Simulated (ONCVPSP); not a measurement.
# H (Z = 1): variants of one ONCV potential

Base potential:

```json
{
 "Element": "hydrogen",
 "Generator": "ONCVPSP 4.0.1",
 "Type": "optimised norm-conserving Vanderbilt (ONCV)",
 "Functional": "PBE",
 "Relativity": "scalar-relativistic",
 "Frozen core": "none",
 "Valence charge": "1",
 "Reference configuration": "1s1",
 "Partial waves": "1s: rc 0.75 bohr, ncon 5, nbas 10, qcut 8.7 1/bohr, 2 projectors, debl 1.9 Ha; p scattering state at 0.23 Ha: rc 0.60 bohr, ncon 4, nbas 8, qcut 14.4 1/bohr, 2 projectors, debl 2.6 Ha",
 "Local potential": "polynomial inside 0.60 bohr (lpopt 5, dvloc0 1 Ha)",
 "Core correction": "none"
}
```

Cutoffs, loose and tight: the cutoffs (Ha) at which the residual kinetic energy of the hardest occupied pseudo-wave falls to 1 and 0.1 mHa per electron. They do not see the model core or the augmentation charge, which bear on the density cutoff. Test errors are all-electron minus pseudo excitation energies from the reference, over the configurations 1s0.5. A dash means not determined; rows that change the core or the reference have their own tests.

```tsv
change	outcome	cutoff, loose	cutoff, tight	bound ghosts	GHOST(+) flags above zero
base	generated	26 Ha	44 Ha	none	none
all radii scaled by about 0.77 (s 0.58, p 0.46 bohr); local potential polynomial inside 0.46 bohr (lpopt 5, dvloc0 1 Ha)	generated	32 Ha	133 Ha	none	none
all radii scaled by about 0.92 (s 0.68, p 0.56 bohr); local potential polynomial inside 0.56 bohr (lpopt 5, dvloc0 1 Ha)	generated	28 Ha	80 Ha	none	none
all radii scaled by about 1.10 (s 0.82, p 0.66 bohr); local potential polynomial inside 0.66 bohr (lpopt 5, dvloc0 1 Ha)	generated	24 Ha	38 Ha	none	none
all radii scaled by about 1.17 (s 0.88, p 0.70 bohr); local potential polynomial inside 0.70 bohr (lpopt 5, dvloc0 1 Ha)	generated	22 Ha	34 Ha	none	none
all radii scaled by about 1.24 (s 0.94, p 0.74 bohr); local potential polynomial inside 0.74 bohr (lpopt 5, dvloc0 1 Ha)	generated	21 Ha	32 Ha	none	none
all radii scaled by about 1.30 (s 0.98, p 0.78 bohr); local potential polynomial inside 0.78 bohr (lpopt 5, dvloc0 1 Ha)	generated	21 Ha	31 Ha	none	none
```

**Question.** What comes out with this change to the base: all radii scaled by about 0.86 (s 0.64, p 0.52 bohr); local potential polynomial inside 0.52 bohr (lpopt 5, dvloc0 1 Ha)?

**Answer.** outcome: generated; cutoff, loose: 29 Ha; cutoff, tight: 102 Ha; bound ghosts: none; GHOST(+) flags above zero: none.

Reading the sweep of the scale of all radii (base = 1) (base included, trends over the rows without a ghost): The loose cutoff falls from 32 Ha at 0.77 to 21 Ha at 1.3. A larger radius leaves more room for a smooth pseudo-wave, so fewer plane waves are needed; a smaller one forces it to follow the all-electron wave where it bends sharply.
